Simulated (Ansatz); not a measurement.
Ansatz (a first-principles code) input (B3LYP-D3(BJ)/def2-TZVP):

Ansatz 0.2 input:
```yaml
crystal:
  periodic: [false, false, false]
  atoms:
    - {symbol: C, position_ang: [-0.55982290, -0.38935176, -0.14055642]}
    - {symbol: C, position_ang: [0.69609575, -0.53485567, -0.05058747]}
    - {symbol: O, position_ang: [-0.12653497, 0.88358548, 0.18310703]}
    - {symbol: H, position_ang: [-1.54471547, -0.78451446, -0.32373956]}
    - {symbol: H, position_ang: [1.73935815, -0.73892478, 0.00574662]}
basis:
  gaussian:
    orbitals: def2-TZVP
hamiltonian:
  xc: b3lyp
  dispersion: d3bj
phonons: {temperatures: {t_min: 298.15, t_max: 298.15, t_step: 100}}
```

Output:

```
Functional definition: B3LYP
integrals: 0.02 GiB planned
599 factors; their error is unknown
mean field: 0.25 GiB planned
mean field evaluation 1: about -4146.7996 eV, gradient 4.4e1 eV
mean field evaluation 2: about -4141.1698 eV, gradient 7.0e1 eV
mean field evaluation 4: about -4150.7550 eV, gradient 3.3e0 eV
mean field evaluation 8: about -4150.7756 eV, gradient 4.8e-1 eV
mean field evaluation 16: about -4150.7759 eV, gradient 1.1e-5 eV
mean field -4150.77592985 eV, -152.5382019250 hartree, gradient 1.1e-5 eV, S^2 0.000000; 0 other end points of the search recorded, 0 dependent functions left out
the calculation of the forces begins
reference -4150.77611761 eV, -152.5382088249 hartree; 11, 11 occupied and 94, 94 virtual orbitals, 599 factors
these checks for a lower state are left out or cut short: stability, starts, cluster_reference, orbital_swaps, neighbouring_geometries, increment
integrals: 0.02 GiB planned
599 factors; their error is unknown
mean field: 0.25 GiB planned
mean field -4150.77584401 eV, -152.5381987705 hartree, gradient 2.7e-6 eV, S^2 0.000000; 0 other end points of the search recorded, 0 dependent functions left out
the calculation of the forces begins
reference -4150.77603179 eV, -152.5382056711 hartree; 11, 11 occupied and 94, 94 virtual orbitals, 599 factors
these checks for a lower state are left out or cut short: stability, starts, cluster_reference, orbital_swaps, neighbouring_geometries, increment
integrals: 0.02 GiB planned
599 factors; their error is unknown
mean field: 0.25 GiB planned
mean field evaluation 32: about -4150.7758 eV, gradient 2.3e-6 eV
mean field -4150.77584333 eV, -152.5381987456 hartree, gradient 2.7e-6 eV, S^2 0.000000; 0 other end points of the search recorded, 0 dependent functions left out
the calculation of the forces begins
reference -4150.77603107 eV, -152.5382056449 hartree; 11, 11 occupied and 94, 94 virtual orbitals, 599 factors
these checks for a lower state are left out or cut short: stability, starts, cluster_reference, orbital_swaps, neighbouring_geometries, increment
integrals: 0.02 GiB planned
599 factors; their error is unknown
mean field: 0.25 GiB planned
mean field -4150.77573606 eV, -152.5381948032 hartree, gradient 2.7e-6 eV, S^2 0.000000; 0 other end points of the search recorded, 0 dependent functions left out
the calculation of the forces begins
reference -4150.77592380 eV, -152.5382017028 hartree; 11, 11 occupied and 94, 94 virtual orbitals, 599 factors
these checks for a lower state are left out or cut short: stability, starts, cluster_reference, orbital_swaps, neighbouring_geometries, increment
integrals: 0.02 GiB planned
599 factors; their error is unknown
mean field: 0.25 GiB planned
mean field -4150.77574647 eV, -152.5381951860 hartree, gradient 2.7e-6 eV, S^2 0.000000; 0 other end points of the search recorded, 0 dependent functions left out
the calculation of the forces begins
reference -4150.77593424 eV, -152.5382020864 hartree; 11, 11 occupied and 94, 94 virtual orbitals, 599 factors
these checks for a lower state are left out or cut short: stability, starts, cluster_reference, orbital_swaps, neighbouring_geometries, increment
integrals: 0.02 GiB planned
599 factors; their error is unknown
mean field: 0.25 GiB planned
mean field -4150.77591793 eV, -152.5382014869 hartree, gradient 2.7e-6 eV, S^2 0.000000; 0 other end points of the search recorded, 0 dependent functions left out
the calculation of the forces begins
reference -4150.77610571 eV, -152.5382083877 hartree; 11, 11 occupied and 94, 94 virtual orbitals, 599 factors
these checks for a lower state are left out or cut short: stability, starts, cluster_reference, orbital_swaps, neighbouring_geometries, increment
integrals: 0.02 GiB planned
599 factors; their error is unknown
mean field: 0.25 GiB planned
mean field evaluation 64: about -4150.7759 eV, gradient 2.7e-6 eV
mean field -4150.77589825 eV, -152.5382007639 hartree, gradient 2.7e-6 eV, S^2 0.000000; 0 other end points of the search recorded, 0 dependent functions left out
the calculation of the forces begins
reference -4150.77608599 eV, -152.5382076631 hartree; 11, 11 occupied and 94, 94 virtual orbitals, 599 factors
these checks for a lower state are left out or cut short: stability, starts, cluster_reference, orbital_swaps, neighbouring_geometries, increment
integrals: 0.02 GiB planned
599 factors; their error is unknown
mean field: 0.25 GiB planned
mean field -4150.77574878 eV, -152.5381952708 hartree, gradient 2.7e-6 eV, S^2 0.000000; 0 other end points of the search recorded, 0 dependent functions left out
the calculation of the forces begins
reference -4150.77593655 eV, -152.5382021713 hartree; 11, 11 occupied and 94, 94 virtual orbitals, 599 factors
these checks for a lower state are left out or cut short: stability, starts, cluster_reference, orbital_swaps, neighbouring_geometries, increment
integrals: 0.02 GiB planned
599 factors; their error is unknown
mean field: 0.25 GiB planned
mean field -4150.77574586 eV, -152.5381951634 hartree, gradient 2.7e-6 eV, S^2 0.000000; 0 other end points of the search recorded, 0 dependent functions left out
the calculation of the forces begins
reference -4150.77593360 eV, -152.5382020629 hartree; 11, 11 occupied and 94, 94 virtual orbitals, 599 factors
these checks for a lower state are left out or cut short: stability, starts, cluster_reference, orbital_swaps, neighbouring_geometries, increment
integrals: 0.02 GiB planned
599 factors; their error is unknown
mean field: 0.25 GiB planned
mean field -4150.77581147 eV, -152.5381975748 hartree, gradient 2.7e-6 eV, S^2 0.000000; 0 other end points of the search recorded, 0 dependent functions left out
the calculation of the forces begins
reference -4150.77599921 eV, -152.5382044739 hartree; 11, 11 occupied and 94, 94 virtual orbitals, 599 factors
these checks for a lower state are left out or cut short: stability, starts, cluster_reference, orbital_swaps, neighbouring_geometries, increment
integrals: 0.02 GiB planned
599 factors; their error is unknown
mean field: 0.25 GiB planned
mean field -4150.77581677 eV, -152.5381977693 hartree, gradient 2.7e-6 eV, S^2 0.000000; 0 other end points of the search recorded, 0 dependent functions left out
the calculation of the forces begins
reference -4150.77600455 eV, -152.5382046701 hartree; 11, 11 occupied and 94, 94 virtual orbitals, 599 factors
these checks for a lower state are left out or cut short: stability, starts, cluster_reference, orbital_swaps, neighbouring_geometries, increment
integrals: 0.02 GiB planned
599 factors; their error is unknown
mean field: 0.25 GiB planned
mean field evaluation 96: about -4150.7791 eV, gradient 3.1e-4 eV
mean field -4150.77592733 eV, -152.5382018323 hartree, gradient 2.7e-6 eV, S^2 0.000000; 0 other end points of the search recorded, 0 dependent functions left out
the calculation of the forces begins
reference -4150.77611509 eV, -152.5382087323 hartree; 11, 11 occupied and 94, 94 virtual orbitals, 599 factors
these checks for a lower state are left out or cut short: stability, starts, cluster_reference, orbital_swaps, neighbouring_geometries, increment
integrals: 0.02 GiB planned
599 factors; their error is unknown
mean field: 0.25 GiB planned
mean field -4150.77592092 eV, -152.5382015967 hartree, gradient 2.7e-6 eV, S^2 0.000000; 0 other end points of the search recorded, 0 dependent functions left out
the calculation of the forces begins
reference -4150.77610867 eV, -152.5382084967 hartree; 11, 11 occupied and 94, 94 virtual orbitals, 599 factors
these checks for a lower state are left out or cut short: stability, starts, cluster_reference, orbital_swaps, neighbouring_geometries, increment
integrals: 0.02 GiB planned
599 factors; their error is unknown
mean field: 0.25 GiB planned
mean field -4150.77589815 eV, -152.5382007599 hartree, gradient 2.7e-6 eV, S^2 0.000000; 0 other end points of the search recorded, 0 dependent functions left out
the calculation of the forces begins
reference -4150.77608590 eV, -152.5382076596 hartree; 11, 11 occupied and 94, 94 virtual orbitals, 599 factors
these checks for a lower state are left out or cut short: stability, starts, cluster_reference, orbital_swaps, neighbouring_geometries, increment
integrals: 0.02 GiB planned
599 factors; their error is unknown
mean field: 0.25 GiB planned
mean field -4150.77590596 eV, -152.5382010469 hartree, gradient 2.7e-6 eV, S^2 0.000000; 0 other end points of the search recorded, 0 dependent functions left out
the calculation of the forces begins
reference -4150.77609372 eV, -152.5382079472 hartree; 11, 11 occupied and 94, 94 virtual orbitals, 599 factors
these checks for a lower state are left out or cut short: stability, starts, cluster_reference, orbital_swaps, neighbouring_geometries, increment
integrals: 0.02 GiB planned
599 factors; their error is unknown
mean field: 0.25 GiB planned
mean field evaluation 128: about -4150.7759 eV, gradient 2.3e-4 eV
mean field -4150.77587079 eV, -152.5381997544 hartree, gradient 2.7e-6 eV, S^2 0.000000; 0 other end points of the search recorded, 0 dependent functions left out
the calculation of the forces begins
reference -4150.77605851 eV, -152.5382066533 hartree; 11, 11 occupied and 94, 94 virtual orbitals, 599 factors
these checks for a lower state are left out or cut short: stability, starts, cluster_reference, orbital_swaps, neighbouring_geometries, increment
integrals: 0.02 GiB planned
599 factors; their error is unknown
mean field: 0.25 GiB planned
mean field -4150.77588592 eV, -152.5382003108 hartree, gradient 2.7e-6 eV, S^2 0.000000; 0 other end points of the search recorded, 0 dependent functions left out
the calculation of the forces begins
reference -4150.77607371 eV, -152.5382072118 hartree; 11, 11 occupied and 94, 94 virtual orbitals, 599 factors
these checks for a lower state are left out or cut short: stability, starts, cluster_reference, orbital_swaps, neighbouring_geometries, increment
integrals: 0.02 GiB planned
599 factors; their error is unknown
mean field: 0.25 GiB planned
mean field -4150.77591576 eV, -152.5382014071 hartree, gradient 2.7e-6 eV, S^2 0.000000; 0 other end points of the search recorded, 0 dependent functions left out
the calculation of the forces begins
reference -4150.77610350 eV, -152.5382083067 hartree; 11, 11 occupied and 94, 94 virtual orbitals, 599 factors
these checks for a lower state are left out or cut short: stability, starts, cluster_reference, orbital_swaps, neighbouring_geometries, increment
integrals: 0.02 GiB planned
599 factors; their error is unknown
mean field: 0.26 GiB planned
mean field -4150.77592288 eV, -152.5382016690 hartree, gradient 2.7e-6 eV, S^2 0.000000; 0 other end points of the search recorded, 0 dependent functions left out
the calculation of the forces begins
reference -4150.77611065 eV, -152.5382085693 hartree; 11, 11 occupied and 94, 94 virtual orbitals, 599 factors
these checks for a lower state are left out or cut short: stability, starts, cluster_reference, orbital_swaps, neighbouring_geometries, increment
integrals: 0.02 GiB planned
599 factors; their error is unknown
mean field: 0.25 GiB planned
mean field evaluation 160: about -4150.7759 eV, gradient 2.3e-6 eV
mean field -4150.77587784 eV, -152.5382000137 hartree, gradient 2.7e-6 eV, S^2 0.000000; 0 other end points of the search recorded, 0 dependent functions left out
the calculation of the forces begins
reference -4150.77606562 eV, -152.5382069145 hartree; 11, 11 occupied and 94, 94 virtual orbitals, 599 factors
these checks for a lower state are left out or cut short: stability, starts, cluster_reference, orbital_swaps, neighbouring_geometries, increment
integrals: 0.02 GiB planned
599 factors; their error is unknown
mean field: 0.25 GiB planned
mean field -4150.77586155 eV, -152.5381994152 hartree, gradient 2.7e-6 eV, S^2 0.000000; 0 other end points of the search recorded, 0 dependent functions left out
the calculation of the forces begins
reference -4150.77604929 eV, -152.5382063142 hartree; 11, 11 occupied and 94, 94 virtual orbitals, 599 factors
Total energy: -4150.87080136 eV, -152.5416883889 hartree
Atom 0 at    -0.559823    -0.389352    -0.140556 Å, force    -0.000338     0.000049    -0.000022 eV/Å
Atom 1 at     0.696096    -0.534856    -0.050587 Å, force     0.000754    -0.000201     0.000029 eV/Å
Atom 2 at    -0.126535     0.883585     0.183107 Å, force     0.000285     0.000330     0.000101 eV/Å
Atom 3 at    -1.544715    -0.784514    -0.323740 Å, force     0.000014    -0.000310    -0.000067 eV/Å
Atom 4 at     1.739358    -0.738925     0.005747 Å, force    -0.000715     0.000131    -0.000041 eV/Å
Dipole moment:     0.008672    -0.485190    -0.106461 e Å
Vibrations: 132.61 191.97 799.73 814.43 989.36 1179.09 1801.74 3266.00 3435.39 cm⁻¹, zero-point energy 0.781740 eV
```
